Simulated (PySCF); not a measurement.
Sc²⁺: ionisation energy

Sc²⁺ [Ar] 3d1 (2D) → Sc³⁺ [Ar] (1S), as a difference of total energies. Computed with PySCF 2.14 in cc-pVDZ-DK (6s5p3d1f, 43 functions), with the spin-free X2C one-electron Hamiltonian (Gaussian nucleus). The calculations carry no spin-orbit coupling.

```json
{"method": "UHF", "ionisation energy (eV)": "24.242", "difference from reference (eV)": "-0.515"}
{"method": "LDA", "ionisation energy (eV)": "25.846", "difference from reference (eV)": "+1.089"}
{"method": "PBE", "ionisation energy (eV)": "25.816", "difference from reference (eV)": "+1.059"}
```

Reference: 24.757 eV (measured; NIST Atomic Spectra Database, ionization energies).

The reference lies between the lowest fine-structure levels, while these numbers refer to the centres of the terms.
